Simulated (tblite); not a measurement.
Compound: CH6AsNOSi.
Structure used (GFN2-xTB), in Å, numbered top down from 1:
```
atom  x, y, z in Å
N1    -2.114   -0.496    0.009
C2    -0.813   -0.561   -0.324
O3    -0.359   -1.502   -0.959
Si4    0.407    0.833    0.191
As5    2.279   -0.137   -0.751
H6    -2.481    0.285    0.521
H7    -2.747   -1.231   -0.273
H8    -0.075    2.087   -0.418
H9     0.253    1.036    1.644
H10    3.244    0.790   -0.050
H11    2.410   -1.100    0.384
```

Computed values, GFN2-xTB/tblite, gas phase, harmonic and unscaled. The method is semi-empirical: single wavenumbers can be off by several per cent or more. Modes of hydrogen on arsenic and silicon can be 10 to 20 % off. One conformer, not necessarily the lowest.

Harmonic wavenumbers (cm⁻¹): 54.1, 101.8, 160.5, 259.5, 309.7, 330.4, 396.3, 415.9, 437.6, 571.2, 613.1, 638.8, 643.8, 648.2, 697.1, 814.9, 1010.7, 1033.0, 1294.9, 1457.5, 1677.7, 1875.2, 1961.7, 2137.0, 2152.4, 3409.2, 3537.3.

A = 5666, B = 1301, C = 1081 MHz; mass 150.943 u (most abundant isotopes); point group C1, symmetry number 1.

Q: Zero-point energy?

A: ½Σν̃ = 14320 cm⁻¹ = 171.31 kJ/mol.

Q: Entropy at 200 K, 1 bar (ideal gas, RRHO, classical rotation)?

A: Translation 163.13, rotation 112.55, vibration 53.59: S = 329.3 J/(mol K).

Q: And Cp and H(200 K) − H(0)?

A: Cp = 99.05 J/(mol K), of which vibrations give 65.79 (their classical limit is 27 R = 224.5); H(200 K) − H(0) = 12.76 kJ/mol without the zero-point energy, 6.11 from vibrations.

Q: Which modes carry the vibrational entropy at 200 K?

A: 54.1 cm⁻¹: 16.21; 101.8 cm⁻¹: 11.09; 160.5 cm⁻¹: 7.57; 259.5 cm⁻¹: 4.24; 309.7 cm⁻¹: 3.18; 330.4 cm⁻¹: 2.83 J/(mol K); the other 21 give 8.47 together.

Q: How do the functions run with temperature in this model?

A: 
```tsv
T (K)	S (J/(mol K))	Cp (J/(mol K))	H − H(0) (kJ/mol)	G − H(0) (kJ/mol)	ln q(vib)
100	274.5	62.9	4.65	-22.80	1.04
300	375.2	128.0	24.20	-88.37	4.65
500	450.3	165.7	53.89	-171.24	8.37
800	536.0	198.4	108.98	-319.79	13.38
1000	581.8	212.1	150.11	-431.68	16.33
```

q(vib) and H(0) count from the zero-point level.

Hindered rotation and anharmonicity are outside this model. Other conformers, if any are populated, would add a mixing term that is left out. The structure is chiral; the term R ln 2 for an equal mix with its mirror image is left out.

The run took 0.27 s on an Arm Neoverse V1 with one thread, on a shared host. This covers the Hessian and the dipole derivatives.
